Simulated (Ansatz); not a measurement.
Molecule: S₂O₂, net charge 0, singlet state. SMILES: O=S(=O)=S
Geometry: optimised at B3LYP-D3(BJ)/def2-TZVP (Ansatz, a quantum-chemistry and plane-wave program).

Computed values are from Ansatz. Cores are frozen in the correlated levels unless marked. UHF or UKS for open shells. Spin-orbit coupling is left out. Non-relativistic. Basis-set limits of correlation are two-point, X^-3; Hartree-Fock from the larger set. The bracket is a focal-point correction in the basis named.

**Question.** What is the atomisation energy De at RI-MP2/CBS(aug-cc-pV(T+d)Z,aug-cc-pV(Q+d)Z)+[CCSD(T)-MP2]/aug-cc-pV(T+d)Z?

**Answer.** 1241.4 kJ/mol.

**Question.** What is the dipole moment at CCSD(T)/aug-cc-pV(D+d)Z?

**Answer.** 1.35 D.

**Question.** What is the total energy at RI-MP2/CBS(aug-cc-pV(T+d)Z,aug-cc-pV(Q+d)Z)+[CCSD(T)-MP2]/aug-cc-pV(T+d)Z?

**Answer.** -945.8380 Eh.

**Question.** What is the T1 diagnostic at CCSD/cc-pwCVTZ?

**Answer.** 0.019.
